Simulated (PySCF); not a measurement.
# Static response to an electric field

Compound: C₂H₇NS₂Si.
Atom-mapped SMILES: `[NH2:1][SiH:2]1[S:3][CH2:4][CH2:5][S:6]1` (hydrogens: H7, H8 on N1; H9 on Si2; H10, H11 on C4; H12, H13 on C5)

Cartesian coordinates in Å at the GFN2-xTB level; atoms count from 1:
```xyz
13
C2H7NS2Si angstrom
N      2.4346    0.0832   -0.4447
Si     1.1596   -0.1040    0.6840
S     -0.1406   -1.6920    0.0609
C     -1.3996   -0.5783   -0.6531
C     -1.6461    0.6097    0.2465
S     -0.1272    1.5978    0.4641
H      2.9318    0.9581   -0.4844
H      3.0532   -0.6911   -0.6242
H      1.4588   -0.3201    2.0926
H     -2.3070   -1.1712   -0.7658
H     -1.0486   -0.2604   -1.6351
H     -1.9855    0.2910    1.2328
H     -2.3878    1.2778   -0.1913
```

Level: CAM-B3LYP/def2-SVPD (PySCF), static field, nuclei fixed, core orbitals frozen in the response. The polarisability tensor in these axes (au):

```
x   102.80  -0.55   4.00
y    -0.55  98.20   2.45
z     4.00   2.45  81.07
```

**Question.** Give the principal values, the mean and the anisotropy Δα = √{½[(α1 − α2)² + (α2 − α3)² + (α1 − α3)²]}.

**Answer.** Principal values 80.02, 98.55 and 103.52 au; mean 94.03 au = 13.93 Å³ = 15.50 × 10⁻⁴⁰ C²·m²/J; Δα = 21.45 au (23 % of the mean).

**Question.** What is the dipole moment, and where does it point?

**Answer.** (0.37, 0.14, -0.48) D, 0.63 D in size, pointing from the negative to the positive side. Measured along this direction, the outermost atoms are H12 at the negative end and H7 at the positive end.

**Question.** Along which axes do the principal values lie, and how far do the nuclei extend along each?

**Answer.** Largest value along (0.98, -0.02, 0.17), where the nuclei span 5.33 Å; middle along (0.00, 0.99, 0.14), 3.31 Å; least along (-0.17, -0.14, 0.98), 3.21 Å. 

**Question.** Form Σ f/ω² (atomic units) for the 8 lowest TDDFT singlets, given as eV and f, and set it beside the mean polarisability, which is this sum over all singlets: 5.30, 0.0009; 5.40, 0.0028; 6.20, 0.0166; 6.33, 0.0163; 6.50, 0.0194; 6.77, 0.0092; 6.86, 0.0265; 6.89, 0.0317.

**Answer.** They add up to 2.11 au, 2.2 % of the 94.03 au; the largest single term is 0.49 au, from the state at 6.89 eV. Terms in order: 0.02, 0.07, 0.32, 0.30, 0.34, 0.15, 0.42, 0.49 au. Higher excitations give the rest. The strengths listed sum to 0.123.

**Question.** Traceless (Buckingham) quadrupole moment about the centre of nuclear charge: eigenvalues?

**Answer.** -10.30, -6.14, 16.44 D·Å. The values depend on the origin, since the dipole doesn't vanish. The electronic extent ⟨r²⟩ about the same centre is 991 bohr², a root-mean-square distance of 1.96 Å for the 72 electrons.

**Question.** Refractivity n − 1 of an ideal gas of it at 400 K and 1 atm, from the electronic α?

**Answer.** N = p/kT = 1.8347 × 10¹⁹ cm⁻³, so n − 1 = 2π × N × 13.93 × 10⁻²⁴ cm³ = 1606 × 10⁻⁶ at long wavelengths, for an ideal gas.

Isolated species at its GFN2-xTB geometry (one conformer only).
